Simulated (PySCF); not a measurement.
CrH₄O₅, SMILES [O]=[Cr]([OH])([OH])([OH])[OH], multiplicity 1. Atoms are numbered in the order given.

```xyz
10

Cr    -0.0999     0.1247     0.0000
O     -0.3308     1.6583     0.0000
O      0.6073    -1.6031     0.0000
H      1.5751    -1.6416     0.0000
O     -0.9574    -0.2850    -1.4615
H     -0.7126    -1.2098    -1.6507
O      1.6898     0.4695     0.0000
H      1.8363     1.4301     0.0000
O     -0.9574    -0.2850     1.4615
H     -0.7126    -1.2098     1.6507
```

The structure is a stationary point at B3LYP-D3(BJ)/def2-SVP. The spin state was assumed, not searched. The values are those of a single conformer.

These are PBE/def2-TZVP in PySCF values and carry that method's errors.

Isolated molecule, no solvent.

Computed frontier levels, gap, dipole moment and polarisability:
```
Property                                                                                                        Value
---------------------------------------------------------------------------------------------  ----------------------
highest occupied level                                                                                       -7.21 eV
lowest empty level                                                                                           -5.02 eV
orbital gap                                                                                                   2.19 eV
dipole moment                                                                                                  1.79 D
quadrupole, principal values (traceless, Buckingham form, about the centre of nuclear charge)  -4.61, -0.91, 5.51 D·Å
mean static polarisability                                                                       61.4 bohr³ (9.10 Å³)
polarisability, principal values                                                               54.5, 59.6, 70.1 bohr³
```
